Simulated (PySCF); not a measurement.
A calculated (UHF, PySCF 2.14, jorge-DZP-DKH, the spin-free X2C one-electron Hamiltonian (Gaussian nucleus)) atom or ion has these occupied shells.

| shell | electrons | orbital energy (eV) | rms radius, mean of both spins (bohr) |
| --- | --- | --- | --- |
| 1s | 2 | -344.40 | 0.310 |
| 2s | 2 | -46.077 | 1.50 |

Q: Name the element and its charge.

A: C²⁺ (carbon, charge +2), in [He] 2s2, closed-shell 1S.
